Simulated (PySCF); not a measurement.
SMILES C([SeH])[SiH2]B(O)O, singlet, GFN2-xTB optimised geometry.

```
13

O     -1.14    -2.17     0.02
B     -0.41    -1.04     0.00
O      0.95    -1.04     0.00
Si    -1.24     0.75     0.00
C      0.06     2.03    -0.59
Se     1.87     1.53     0.02
H     -0.68    -3.01     0.04
H      1.44    -1.86     0.02
H     -1.67     1.21     1.33
H     -2.40     0.96    -0.88
H      0.10     2.10    -1.68
H     -0.14     3.01    -0.18
H      2.40     2.89    -0.09
```

Density from PBE/def2-TZVP run with PySCF at that geometry.

Minimum of the electron density along straight lines between bonded atoms, close to the bond critical point (lines longer than 1.1 times the sum of covalent radii, or with two minima, are not listed):

| bond | length / Å | ρ at the minimum / e bohr⁻³ | ∇²ρ there / e bohr⁻⁵ | position (fraction from the first atom) |
|---|---|---|---|---|
| O1–B2 | 1.350 | 0.213 | 1.00 | 0.67 |
| B2–O3 | 1.353 | 0.210 | 0.99 | 0.33 |
| B2–Si4 | 1.974 | 0.117 | -0.03 | 0.61 |
| Si4–C5 | 1.922 | 0.110 | 0.14 | 0.39 |
| C5–Se6 | 1.971 | 0.139 | -0.12 | 0.48 |
| O1–H7 | 0.961 | 0.358 | -2.39 | 0.80 |
| O3–H8 | 0.960 | 0.358 | -2.41 | 0.80 |
| Si4–H9 | 1.476 | 0.120 | 0.16 | 0.50 |
| Si4–H10 | 1.474 | 0.121 | 0.17 | 0.50 |
| C5–H11 | 1.090 | 0.276 | -0.92 | 0.64 |
| C5–H12 | 1.087 | 0.277 | -0.92 | 0.64 |
| Se6–H13 | 1.462 | 0.177 | -0.30 | 0.63 |
